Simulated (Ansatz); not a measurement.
One change: `[SiH3][SiH]1[CH2][GeH2]1` becomes `Cl[SiH]1[CH2][GeH2]1`.

Ansatz, PBE0-D4/def2-TZVP geometries, multiplicity 1. 

Scalar relativity is left out up to krypton.

```csv
property,`[SiH3][SiH]1[CH2][GeH2]1`
HOMO energy (PBE/def2-TZVPP) / eV,-5.58
size of the dipole moment (B3LYP/def2-TZVPP) / D,0.34
LUMO energy (PBE0/def2-TZVPP) / eV,-0.62
HOMO energy (B3LYP/def2-TZVPP) / eV,-6.33
LUMO energy (ωB97M-V/def2-TZVPP) / eV,1.09
HOMO–LUMO gap (PBE0/def2-TZVPP) / eV,5.91
```

(1) What does the change do to each property? (An estimate is asked.)

Results:

(1) Computed: 
| property | `Cl[SiH]1[CH2][GeH2]1` | shift |
| --- | --- | --- |
| HOMO energy (PBE/def2-TZVPP) / eV | -5.76 | -0.18 |
| size of the dipole moment (B3LYP/def2-TZVPP) / D | 1.25 | 0.91 |
| LUMO energy (PBE0/def2-TZVPP) / eV | -0.52 | 0.10 |
| HOMO energy (B3LYP/def2-TZVPP) / eV | -6.57 | -0.24 |
| LUMO energy (ωB97M-V/def2-TZVPP) / eV | 1.31 | 0.22 |
| HOMO–LUMO gap (PBE0/def2-TZVPP) / eV | 6.24 | 0.33 |

With PBE0 the HOMO falls by 0.23 eV and the LUMO rises by 0.10 eV, so the gap widens by about 0.33 eV. PBE moves the HOMO by -0.18 eV and ωB97M-V by -0.27 eV. Dipoles are sizes alone; their direction can turn.

B3LYP here is the variant with VWN-RPA as its local correlation; programs differ in this.
